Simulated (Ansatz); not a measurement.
`CNC1C[SiH2]1` and `[SeH]C1C[SiH2]1` differ in one atom or group.

Ansatz, PBE0-D4/def2-TZVP geometries, multiplicity 1. Each molecule was computed in one conformer, which needn't be the lowest.

Scalar relativity is left out up to krypton.

| property | `CNC1C[SiH2]1` |
| --- | --- |
| HOMO energy (ωB97M-V/def2-TZVPP) / eV | -8.53 |
| LUMO energy (B3LYP/def2-TZVPP) / eV | 0.02 |
| HOMO–LUMO gap (PBE0/def2-TZVPP) / eV | 6.53 |
| LUMO energy (PBE/def2-TZVPP) / eV | -0.55 |
| size of the dipole moment (ωB97M-V/def2-TZVPP) / D | 0.83 |
| HOMO–LUMO gap (B3LYP/def2-TZVPP) / eV | 6.09 |

Problem. What does the change do to each property? (Best estimate.)

Solution. The calculation gave: 
| property | `[SeH]C1C[SiH2]1` | shift |
| --- | --- | --- |
| HOMO energy (ωB97M-V/def2-TZVPP) / eV | -8.44 | 0.09 |
| LUMO energy (B3LYP/def2-TZVPP) / eV | -0.56 | -0.58 |
| HOMO–LUMO gap (PBE0/def2-TZVPP) / eV | 5.96 | -0.57 |
| LUMO energy (PBE/def2-TZVPP) / eV | -1.19 | -0.64 |
| size of the dipole moment (ωB97M-V/def2-TZVPP) / D | 1.51 | 0.68 |
| HOMO–LUMO gap (B3LYP/def2-TZVPP) / eV | 5.53 | -0.56 |

Dipoles are sizes alone; their direction can turn.

B3LYP here is the variant with VWN-RPA as its local correlation; programs differ in this.

Spin–orbit coupling is left out; it splits and shifts lone-pair levels of the heavy atoms by tenths of an eV.
